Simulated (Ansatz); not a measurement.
```yaml
crystal:
  periodic: [false, false, false]
  atoms:
    - {symbol: O, position_ang: [-0.746838, 0.927610, -0.306260]}
    - {symbol: B, position_ang: [0.342393, 0.928673, 0.606628]}
    - {symbol: N, position_ang: [0.877612, -0.338954, 0.618395]}
    - {symbol: Ga, position_ang: [-0.272439, -1.207404, -0.644027]}
    - {symbol: H, position_ang: [-1.253469, 1.724062, -0.456468]}
    - {symbol: H, position_ang: [0.643480, 1.921895, 1.200996]}
    - {symbol: H, position_ang: [1.659404, -0.635942, 1.171203]}
    - {symbol: H, position_ang: [-1.485750, -2.013733, -0.067756]}
    - {symbol: H, position_ang: [0.235607, -1.306208, -2.122710]}
basis:
  gaussian: {orbitals: def2-TZVPD, final_grid: {core_spheres: 20, valence_spheres: 16, degree: 47}}
hamiltonian: {xc: {name: HF}}
correlation: {active_space: {window: {electrons: 6, orbitals: 2}}}
scf: {lower_state_search: off}
output: {forces: true}
```

```sh
$ ansatz run in.yaml --threads 2 --pin off --events-out ev --progress --plain --max-ram 4352MiB
```

Question: How does Ansatz answer? (Estimate.)

Answer: Ansatz gave: The run stopped with an error.
```
Functional definition: HF
1443 factors; integrals over basis functions are off by at most 9.8e-4 eV
mean field evaluation 1: about -56603.6500 eV, gradient 4.8e1 eV
mean field evaluation 2: about -56603.7194 eV, gradient 4.8e1 eV
mean field evaluation 4: about -56608.3632 eV, gradient 3.5e0 eV
mean field evaluation 8: about -56608.4104 eV, gradient 2.8e-1 eV
mean field -56608.41056439 eV, -2080.3207176826 hartree, gradient 1.6e-6 eV, S^2 0.000000; 0 other end points of the search recorded, 0 dependent functions left out
reference -56608.41056439 eV, -2080.3207176826 hartree; 28, 28 occupied and 185, 185 virtual orbitals, 1443 factors
Error: 6 electrons in 2 orbitals form no window around the highest filled level of the reference
```
